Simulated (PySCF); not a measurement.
C3H9BCl2Si, SMILES C[Si](C)(C)B(Cl)Cl, GFN2-xTB optimised geometry.

```
16

B      0.76     1.28     0.00
Cl     0.00     2.83     0.00
Cl     2.48     1.28     0.00
Si    -0.31    -0.41    -0.04
C      0.71    -1.91     0.54
C     -0.91    -0.76    -1.83
C     -1.87    -0.28     1.06
H      0.14    -2.83     0.49
H      1.60    -2.05    -0.08
H      1.05    -1.79     1.57
H     -0.07    -0.88    -2.51
H     -1.52     0.05    -2.20
H     -1.50    -1.67    -1.88
H     -2.48     0.57     0.77
H     -1.60    -0.14     2.11
H     -2.48    -1.17     1.00
```

Density from PySCF with CAM-B3LYP/def2-TZVP at that geometry.

Minimum of the electron density along straight lines between bonded atoms, close to the bond critical point (lines longer than 1.1 times the sum of covalent radii, or with two minima, are not listed):

```json
[
 {"bond": "B1–Cl2", "length / Å": "1.723", "ρ at the minimum / e bohr⁻³": "0.159", "∇²ρ there / e bohr⁻⁵": "0.04", "position (fraction from the first atom)": "0.30"},
 {"bond": "B1–Cl3", "length / Å": "1.722", "ρ at the minimum / e bohr⁻³": "0.159", "∇²ρ there / e bohr⁻⁵": "0.02", "position (fraction from the first atom)": "0.30"},
 {"bond": "B1–Si4", "length / Å": "2.009", "ρ at the minimum / e bohr⁻³": "0.114", "∇²ρ there / e bohr⁻⁵": "-0.02", "position (fraction from the first atom)": "0.62"},
 {"bond": "Si4–C5", "length / Å": "1.911", "ρ at the minimum / e bohr⁻³": "0.116", "∇²ρ there / e bohr⁻⁵": "0.13", "position (fraction from the first atom)": "0.39"},
 {"bond": "Si4–C6", "length / Å": "1.916", "ρ at the minimum / e bohr⁻³": "0.115", "∇²ρ there / e bohr⁻⁵": "0.13", "position (fraction from the first atom)": "0.39"},
 {"bond": "Si4–C7", "length / Å": "1.912", "ρ at the minimum / e bohr⁻³": "0.116", "∇²ρ there / e bohr⁻⁵": "0.13", "position (fraction from the first atom)": "0.39"},
 {"bond": "C5–H8", "length / Å": "1.085", "ρ at the minimum / e bohr⁻³": "0.276", "∇²ρ there / e bohr⁻⁵": "-0.93", "position (fraction from the first atom)": "0.64"},
 {"bond": "C5–H9", "length / Å": "1.086", "ρ at the minimum / e bohr⁻³": "0.276", "∇²ρ there / e bohr⁻⁵": "-0.93", "position (fraction from the first atom)": "0.64"},
 {"bond": "C5–H10", "length / Å": "1.086", "ρ at the minimum / e bohr⁻³": "0.275", "∇²ρ there / e bohr⁻⁵": "-0.93", "position (fraction from the first atom)": "0.64"},
 {"bond": "C6–H11", "length / Å": "1.086", "ρ at the minimum / e bohr⁻³": "0.276", "∇²ρ there / e bohr⁻⁵": "-0.93", "position (fraction from the first atom)": "0.64"},
 {"bond": "C6–H12", "length / Å": "1.086", "ρ at the minimum / e bohr⁻³": "0.276", "∇²ρ there / e bohr⁻⁵": "-0.93", "position (fraction from the first atom)": "0.64"},
 {"bond": "C6–H13", "length / Å": "1.085", "ρ at the minimum / e bohr⁻³": "0.276", "∇²ρ there / e bohr⁻⁵": "-0.93", "position (fraction from the first atom)": "0.64"},
 {"bond": "C7–H14", "length / Å": "1.086", "ρ at the minimum / e bohr⁻³": "0.276", "∇²ρ there / e bohr⁻⁵": "-0.93", "position (fraction from the first atom)": "0.64"},
 {"bond": "C7–H15", "length / Å": "1.086", "ρ at the minimum / e bohr⁻³": "0.276", "∇²ρ there / e bohr⁻⁵": "-0.93", "position (fraction from the first atom)": "0.64"},
 {"bond": "C7–H16", "length / Å": "1.085", "ρ at the minimum / e bohr⁻³": "0.276", "∇²ρ there / e bohr⁻⁵": "-0.93", "position (fraction from the first atom)": "0.64"}
]
```
